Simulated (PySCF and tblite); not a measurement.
Values are calculated unless marked as measured or tabulated.
2 diastereomers of C₁₀H₁₄, numbered alike:

```csv
isomer,SMILES,descriptors (one enantiomer)
A,[CH3:1][CH2:2][C:3]1=[CH:4][C@@H:5]2[CH:6]=[C:7]([CH3:8])[C@@H:9]2[CH2:10]1,"5R, 9R"
B,[CH3:1][CH2:2][C:3]1=[CH:4][C@H:5]2[CH:6]=[C:7]([CH3:8])[C@@H:9]2[CH2:10]1,"5S, 9R"
```

Each isomer is a Boltzmann average at 298.15 K over at most 3 conformers: GFN2-xTB geometries, energies B3LYP/def2-SVP (IEF-PCM, methanol) (D3(BJ) added where defined), GIAO shieldings mPW1PW91/pcSseg-1 (IEF-PCM, methanol), GFN2-xTB thermal terms. Programs: PySCF with density fitting and tblite.

What shifts does each isomer give (ppm; of two unlike H on one atom, a is the less shielded)?


A: ¹H (against TMS): 6.51 (H6, 1H), 5.79 (H4, 1H), 3.54 (H5, 1H), 3.20 (H9, 1H), 2.35 (H10a, 1H), 2.29 (H10b, 1H), 2.10 (H2a, 1H), 2.04 (H2b, 1H), 1.93 (H8, 3H), 1.11 (H1, 3H). ¹³C (against TMS): 161.3 (C7), 156.7 (C3), 146.9 (C6), 133.4 (C4), 56.2 (C5), 49.2 (C9), 37.4 (C10), 30.1 (C2), 17.0 (C8), 15.5 (C1).

B: ¹H (against TMS): 6.53 (H4, 1H), 6.37 (H6, 1H), 3.33 (H5, 1H), 2.71 (H10a, 1H), 2.67 (H9, 1H), 2.46 (H10b, 1H), 2.28 (H2a, 1H), 2.24 (H2b, 1H), 2.08 (H8, 3H), 1.10 (H1, 3H). ¹³C (against TMS): 161.5 (C7), 161.1 (C3), 137.9 (C6), 137.0 (C4), 64.2 (C9), 55.6 (C5), 45.2 (C10), 30.5 (C2), 19.6 (C8), 16.0 (C1).

Which carbons tell the isomers apart best?

C9: 49.2 in A, 64.2 in B; C6: 146.9 in A, 137.9 in B; C10: 37.4 in A, 45.2 in B ppm.

Shifts are unscaled: against experiment ¹³C can be off by 15 ppm or more and ¹H by 0.8 ppm.
